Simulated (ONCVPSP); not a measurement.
**Cutoff test, Tc (Z = 43), ONCV**

```
Element                 : technetium (Tc)
Generator               : ONCVPSP 4.0.1
Type                    : optimised norm-conserving Vanderbilt (ONCV)
Functional              : PBE
Relativity              : scalar-relativistic
Frozen core             : [Kr]
Valence charge          : 7
Reference configuration : 4d5 5s2
Partial waves           : 5s: rc 2.40 bohr, ncon 3, nbas 7, qcut 2.4 1/bohr, 2 projectors, debl 0.5 Ha; p scattering state at 0.24 Ha: rc 2.25 bohr, ncon 4, nbas 9, qcut 4.2 1/bohr, 2 projectors, debl 0.6 Ha; 4d: rc 1.55 bohr, ncon 5, nbas 8, qcut 6 1/bohr, local
Local potential         : the d channel
Core correction         : Teter function, fcfact 6, rcfact 1.15
```

Q: For each optimised wave give the share of its norm inside rc, the residual kinetic energy above qcut (Ha) and the cutoffs (Ha) for errors of 10, 1, 0.1 and 0.01 mHa per electron.

A:

```tsv
wave	norm inside rc	residual KE	10 mHa	1 mHa	0.1 mHa	0.01 mHa
5s	0.233	1.2e-03	1.8	3.0	12.0	23.2
s projector 2	0.158	2.4e-03	2.2	5.1	29.8	49.1
p projector 1	0.063	4.4e-04	1.0	7.5	35.5	55.3
p projector 2	0.170	6.2e-04	3.4	5.2	62.2	74.6
4d	0.495	5.0e-03	16.4	33.1	78.0	92.1
```

The occupied waves need 33 Ha and 78 Ha for 1 and 0.1 mHa. Note: ghosts flagged at negative energy: s at -69.4 eV, p at -57.8 eV; GHOST(+) flagged for p at 48.9 eV. A true bound ghost makes a file unfit for plane-wave use.
